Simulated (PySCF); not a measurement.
C4H8Si2, SMILES [SiH3]C1=CC=C[SiH2]1.

Coordinates come from a r2SCAN-D4/def2-SVP optimisation. The structure was generated by enumeration, and PubChem lists no compound with its InChIKey, so it may never have been made.

Level of theory: B3LYP/def2-TZVP in PySCF.

Symmetry labels are those of the subgroup Cs that the program uses (full group Cs).

Q: List the valence orbital energies around the gap with their symmetry. (The exact figures need the calculation; the answer reports its results.)

A: 
| orbital | symmetry | energy (eV) |
|---|---|---|
| HOMO−7 | A" | -10.34 |
| HOMO−6 | A' | -10.22 |
| HOMO−5 | A" | -9.41 |
| HOMO−4 | A' | -9.33 |
| HOMO−3 | A' | -8.88 |
| HOMO−2 | A" | -8.81 |
| HOMO−1 | A' | -8.27 |
| HOMO | A" | -6.74 |
| LUMO | A" | -2.10 |
| LUMO+1 | A' | 0.30 |
| LUMO+2 | A' | 0.62 |
| LUMO+3 | A" | 0.91 |
